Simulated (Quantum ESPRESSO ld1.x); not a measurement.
Results of a calculation; reference values are marked as such.
The mean radii <r> (bohr) of the occupied orbitals of an atom or ion are listed with their occupations. Code: ld1.x of Quantum ESPRESSO 7.5. Model: scalar-relativistic Kohn-Sham, LDA (Slater exchange, Perdew-Zunger correlation), spin-polarised, spherical densities, point nucleus.

| orbital | occ. | <r> |
|---|---|---|
| 1s up | 1 | 0.03432 |
| 1s down | 1 | 0.03432 |
| 2s up | 1 | 0.1498 |
| 2s down | 1 | 0.1498 |
| 2p up | 3 | 0.1304 |
| 2p down | 3 | 0.1304 |
| 3s up | 1 | 0.4158 |
| 3s down | 1 | 0.4158 |
| 3p up | 3 | 0.4164 |
| 3p down | 3 | 0.4164 |
| 3d up | 5 | 0.3982 |
| 3d down | 5 | 0.3981 |
| 4s up | 1 | 1.023 |
| 4s down | 1 | 1.022 |
| 4p up | 3 | 1.106 |
| 4p down | 3 | 1.106 |
| 4d up | 1 | 1.318 |

Name the element and its charge. Open shells, if any, are filled with parallel spins first.

Answer. Z = 43, technetium, charge +6: Tc6+ in [Kr] 4d1. The 1s radius gives Z: for a bare nucleus <r> = (2 gamma + 1)/(2Z) with gamma = sqrt(1 - (Z/c)^2), 0.03371 bohr for Z = 43, and screening makes it slightly larger (0.03432 here). The occupations add up to 37, and the charge is Z minus that.
